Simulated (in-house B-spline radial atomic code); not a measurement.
Computed with a B-spline radial atomic code. Model: two electrons, singlet ground state, non-relativistic, full CI in B-splines with partial waves to l = 8 (at full coupling up to 3e-4 hartree above the limit, correlation up to 0.6 % small), density held at that of full coupling by Lieb maximisation.

Along the adiabatic connection the electron repulsion is scaled by a coupling λ while a local potential keeps the density fixed. At λ = 0 the system is the Kohn-Sham one and W equals the exchange energy; the exchange-correlation energy is the area under W between 0 and 1. The kinetic energy rises with λ as the electrons avoid each other, with dT/dλ = −λ dW/dλ.

Command:
```bash
python run_ac.py task.json out
```
Settings (lengths in bohr, energies in hartree):
```
potential              harmonic
strength               0.173
lmax                   8
```

Run time, properties included: 10 s on 1 thread of Intel(R) Xeon(R) Processor @ 2.30GHz, with other jobs on the host.

**W = mean repulsion less Hartree energy, and W of three functionals.**

Given: confinement harmonic well; well frequency 0.173 hartree; external potential omega^2 r^2/2.

Computed: LDA exchange minus exact 40.996 millihartree; SCAN exchange minus exact 0.17885 millihartree.

| coupling | W xc (hartree) | W xc minus exchange (millihartree) | kinetic minus Kohn-Sham (millihartree) | LDA (PW92) W minus its exchange (millihartree) | PBE W minus its exchange (millihartree) | SCAN W minus its exchange (millihartree) |
| --- | --- | --- | --- | --- | --- | --- |
| 0 | -0.28742 | 0 | 0 | 0 | 0 | 0 |
| 0.02 | -0.28945 | -2.027 | 0.02 | -9.06 | -3.36 | -1.87 |
| 0.05 | -0.29236 | -4.945 | 0.12 | -17.55 | -7.75 | -4.51 |
| 0.12 | -0.29864 | -11.217 | 0.65 | -31.42 | -16.34 | -10.14 |
| 0.25 | -0.30858 | -21.156 | 2.47 | -48.85 | -28.75 | -19.12 |
| 0.4 | -0.31785 | -30.428 | 5.46 | -63.04 | -39.79 | -27.73 |
| 0.6 | -0.32753 | -40.106 | 10.25 | -76.95 | -51.23 | -37.09 |
| 0.8 | ? | ? | ? | ? | ? | ? |
| 1 | -0.34099 | -53.565 | 20.81 | -95.98 | -67.6 | -51 |
| 1.4 | ? | ? | ? | ? | ? | ? |
| 2 | -0.35874 | -71.322 | 46.25 | -122.34 | -91.26 | -71.09 |
| 3 | -0.36778 | -80.363 | 68.45 | -136.98 | -104.73 | -81.72 |
| 4.5 | -0.3756 | -88.184 | 97.23 | -150.56 | -117.39 | -90.57 |
| 7 | -0.38282 | -95.401 | 137.8 | -163.92 | -129.96 | -97.88 |
| 10 | -0.38776 | -100.34 | 179.13 | -173.54 | -139.07 | -102.13 |

What belongs in the row 0.8?

W xc (hartree): -0.33502; W xc minus exchange (millihartree): -47.603; kinetic minus Kohn-Sham (millihartree): 15.47; LDA (PW92) W minus its exchange (millihartree): -87.53; PBE W minus its exchange (millihartree): -60.24; SCAN W minus its exchange (millihartree): -44.7.

What belongs in the row 1.4?

W xc (hartree): -0.34987; W xc minus exchange (millihartree): -62.451; kinetic minus Kohn-Sham (millihartree): 31.37; LDA (PW92) W minus its exchange (millihartree): -108.87; PBE W minus its exchange (millihartree): -79.05; SCAN W minus its exchange (millihartree): -60.82.

What is the PBE exchange minus exact?

12.153 millihartree.

**Energy parts, natural occupations and partial-wave weights.**

Computed: exchange energy -0.28742 hartree; kinetic part of the DFT correlation energy 0.020814 hartree; initial slope twice GL2 -0.10302 hartree; kinetic part over minus potential part 0.38856; Hartree energy 0.57484 hartree; Kohn-Sham kinetic 0.20078 hartree; Lieb Oxford ratio E_xc over LDA exchange 1.2993.

```json
{"natural": "s", "occupation of the shell (electrons)": "1.8794"}
{"natural": "p", "occupation of the shell (electrons)": "0.11304"}
{"natural": "s", "occupation of the shell (electrons)": "?"}
{"natural": "d", "occupation of the shell (electrons)": "0.0012755"}
{"natural": "p", "occupation of the shell (electrons)": "0.00032407"}
{"natural": "f", "occupation of the shell (electrons)": "0.00013758"}
```

What belongs in the row s?

occupation of the shell (electrons): 0.0056287.

```
wave      weight
   s     0.94255
   p           ?
   d  0.00066348
   f  7.5518e-05
   g  1.6119e-05
```

What belongs in the row p?

weight: 0.056691.

What is the total energy?

0.7940 hartree.

What is the correlation energy?

-0.032752 hartree.

Half-way to full coupling W has made 66 % of its drop, against 50 % for a straight line, and second-order (GL2) theory, half the initial slope, overshoots the correlation energy by about 57 %: a marked bend. Over couplings 0 to 1 the errors in E_xc come to about +9.0 millihartree for LDA, +2.6 millihartree for PBE, +2.5 millihartree for SCAN. In LDA and PBE the errors of exchange and correlation have opposite signs, so the sum is smaller than the larger of the two.
